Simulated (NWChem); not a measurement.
Species: C$_{3}$H$_{7}$Br; SMILES CC(Br)C

Results from NWChem. Pople sets run with spherical d functions. All runs use the structure optimised with PBE0/def2-SVP.

For level B3LYP/def2-SVPD:

```yaml
highest occupied level (eV): -7.56
orbital gap (eV): 7.18
```

Q: How do the values read with level B3LYP/6-31G* instead?

A: 
- highest occupied level (eV) = -7.38
- orbital gap (eV) = 7.42
